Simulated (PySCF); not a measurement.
# Tl⁷¹⁺ (thallium, charge +71): Hartree-Fock from Schrödinger to Dirac-Coulomb-Breit

Occupied: 1s1/2, 2s1/2, 2p1/2, 2p3/2. Hartree-Fock calculated with PySCF 2.14 in an uncontracted even-tempered set (18 s from 19 bohr⁻², ratio 2.3; 16 p from 23 bohr⁻², ratio 2.3), Gaussian nucleus throughout. NR is non-relativistic, sf-X2C the spin-free one-electron X2C Hamiltonian, X2C adds the bare one-electron spin-orbit term, X2C-SNSO screens it by Boettger's factors, DC is four-component Dirac-Coulomb, and the Gaunt and Breit terms are added at first order (total energies over the DC spinors, levels after relaxing the spinors in that mean field). QED terms are absent. Levels marked empty are virtual spinors of this ion.

```
Hamiltonian  E (hartree)  E − E(DC) (hartree)  CPU seconds
         NR  -12426.4133            1131.4465         0.65
     sf-X2C  -13522.7942              35.0656         0.51
        X2C  -13551.8471               6.0128         0.51
   X2C-SNSO  -13550.2915               7.5683         0.51
         DC  -13557.8598               0.0000           28
   DC+Gaunt  -13538.6504              19.2094           47
   DC+Breit  -13540.2912              17.5686          130
```

Question: Give the 2p spin-orbit interval with each Hamiltonian that has one.

Answer: X2C 2202; X2C-SNSO 2139; DC 2142; DC+Gaunt 2120; DC+Breit 2120 (eV).

```tsv
level (eV)	NR	sf-X2C	X2C	X2C-SNSO	DC	DC+Gaunt	DC+Breit
1s1/2	-84082.6	-92773.7	-92745.5	-92747.0	-92866.6	-92548.1	-92568.9
2s1/2	-19252.7	-21791.4	-21784.4	-21784.8	-21802.9	-21767.0	-21769.6
2p1/2	-18831.1	-19688.5	-21283.0	-21234.6	-21249.5	-21186.5	-21192.4
2p3/2	-18831.1	-19688.5	-19081.1	-19095.2	-19107.1	-19066.7	-19072.8
3s1/2 (empty)	-8083.7	-8892.4	-8891.2	-8891.3	-8895.7	-8886.0	-8887.2
3p1/2 (empty)	-7939.0	-8289.0	-8719.0	-8706.1	-8710.1	-8693.6	-8695.8
3p3/2 (empty)	-7939.0	-8289.0	-8122.0	-8125.9	-8128.4	-8117.9	-8120.1
```

Weight of the small component: 1s1/2 0.0953, 2s1/2 0.0226, 2p1/2 0.0225, 2p3/2 0.0200, 3s1/2 0.00895, 3p1/2 0.00888, 3p3/2 0.00823.

Koopmans' value for the highest occupied level at DC+Breit: 19072.8 eV, against an ionisation energy of 19070 ± 60 eV (theoretical estimate listed by NIST; NIST Atomic Spectra Database, ionization energies); the former lacks relaxation, correlation, QED and recoil.

The whole ladder took 220 s of wall time on 1 thread of Neoverse-N1 (shared host), launched as `OMP_NUM_THREADS=1 python relrun2.py TASK.json OUT` (a driver that calls PySCF for each Hamiltonian).
